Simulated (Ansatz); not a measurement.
```yaml
crystal:
  periodic: [false, false, false]
  atoms:
    - {symbol: F, position_ang: [1.880915, -1.587570, 1.493928]}
    - {symbol: C, position_ang: [1.788739, -0.298002, 1.025607]}
    - {symbol: C, position_ang: [0.543263, -0.090405, 0.307305]}
    - {symbol: C, position_ang: [-0.478849, 0.098371, -0.287991]}
    - {symbol: C, position_ang: [-1.724954, 0.328069, -1.013457]}
    - {symbol: F, position_ang: [-2.787687, 0.161826, -0.222632]}
    - {symbol: F, position_ang: [-1.852364, -0.513539, -2.041884]}
    - {symbol: F, position_ang: [-1.770486, 1.572171, -1.498389]}
    - {symbol: H, position_ang: [1.846289, 0.385898, 1.878095]}
    - {symbol: H, position_ang: [2.638335, -0.107918, 0.362417]}
basis:
  gaussian: {orbitals: 6-31G, final_grid: {core_spheres: 20, valence_spheres: 16, degree: 47}}
hamiltonian: {xc: {name: B2PLYP}}
scf: {lower_state_search: full}
output: {forces: true}
```

```sh
$ ansatz run in.yaml --threads 4 --pin off --events-out ev --progress --plain --max-ram 11315MiB
```

Output, abridged:

```
Functional definition: B2PLYP
871 factors; integrals over basis functions are off by at most 1.8e-4 eV
mean field evaluation 1: about -15013.8935 eV, gradient 4.5e1 eV
mean field evaluation 2: about -15013.8941 eV, gradient 4.5e1 eV
mean field evaluation 4: about -15018.0330 eV, gradient 4.9e0 eV
mean field evaluation 8: about -15018.0875 eV, gradient 9.3e-2 eV
mean field evaluation 16: about -15018.0875 eV, gradient 4.9e-5 eV
mean field -15018.08753778 eV, -551.9045373880 hartree, gradient 3.4e-6 eV, S^2 0.000000; 0 other end points of the search recorded, 0 dependent functions left out
8 core orbitals not correlated: weight in the atoms' cores, before any rotation towards them, 1.000 or more for the frozen orbitals, at most 0.000 for the correlated occupied ones
reference -15018.08765705 eV, -551.9045417713 hartree; 23, 23 occupied and 45, 45 virtual orbitals, 871 factors
second order -28.14681731 eV of doubles, -0.00000000 eV of singles
Total energy: -15025.68729773 eV, -552.1838234149 hartree
Atom 0 at     1.880915    -1.587570     1.493928 Å, force     0.205917    -2.264309     0.845256 eV/Å
Atom 1 at     1.788739    -0.298002     1.025607 Å, force     0.160994     1.959576    -0.553986 eV/Å
Atom 2 at     0.543263    -0.090405     0.307305 Å, force     1.249551    -0.042373     0.665930 eV/Å
Atom 3 at    -0.478849     0.098371    -0.287991 Å, force    -1.573021     0.185224    -0.880294 eV/Å
Atom 4 at    -1.724954     0.328069    -1.013457 Å, force     2.509879    -0.472433     1.465968 eV/Å
Atom 5 at    -2.787687     0.161826    -0.222632 Å, force    -2.302308    -0.358257     1.735135 eV/Å
Atom 6 at    -1.852364    -0.513539    -2.041884 Å, force    -0.260388    -1.833745    -2.240048 eV/Å
Atom 7 at    -1.770486     1.572171    -1.498389 Å, force    -0.096068     2.710490    -1.055255 eV/Å
Atom 8 at     1.846289     0.385898     1.878095 Å, force     0.059555     0.053819    -0.003756 eV/Å
Atom 9 at     2.638335    -0.107918     0.362417 Å, force     0.045890     0.062007     0.021050 eV/Å
Dipole moment:     0.499443     0.294400     0.164931 e Å
```

Hardware: 4 threads of an Intel Xeon 6975P-C on a shared host. Wall time 2.2 s, peak host memory 0.22 GiB.
